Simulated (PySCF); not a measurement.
# Electronic structure of Ni (nickel, neutral) at the UHF level

Configuration: [Ar] 3d8 4s2, high-spin 3F determinant. Calculation: PySCF 2.14, in x2c-SVPall; scalar relativity by spin-free X2C-1e.

```
Total energy                        : -1518.832768 hartree
One-electron energy                 : -2108.3763 hartree
Hartree (Coulomb) energy            : 651.9567 hartree
Exchange energy                     : -62.4131 hartree
⟨S²⟩                                : 2.0051
⟨L²⟩                                : 12.019
Sum of ⟨r⟩                          : 21.88 bohr
Sum of ⟨r²⟩                         : 37.37 bohr²
Langevin diamagnetic susceptibility : -29.6 ×10⁻⁶ cm³/mol
Time after the integrals            : 0.12 s of wall time on 1 thread of Neoverse-V2 (shared host)
```

```
shell  electrons  mean orbital energy (hartree)  spread (hartree)  rms radius, mean of both spins (bohr)
 1s α          1                     -308.75818                 0                                 0.0624
 1s β          1                     -308.75689                 0                                 0.0624
 2s α          1                      -38.65857                 0                                  0.265
 2s β          1                      -38.58596                 0                                  0.265
 2p α          3                      -33.12655                 0                                  0.238
 2p β          3                      -33.05488                 0                                  0.238
 3s α          1                       -5.10434                 0                                  0.796
 3s β          1                       -4.90887                 0                                  0.796
 3p α          3                       -3.42534                 0                                  0.850
 3p β          3                       -3.19038                 0                                  0.850
 3d α          5                       -0.73157           0.05332                                   1.11
 3d β          3                       -0.63499                 0                                   1.11
 4s α          1                       -0.28999                 0                                   3.27
 4s β          1                       -0.27211                 0                                   3.27
```

Densities and radii are taken from the X2C orbitals without a picture-change correction, which distorts them close to the nucleus.
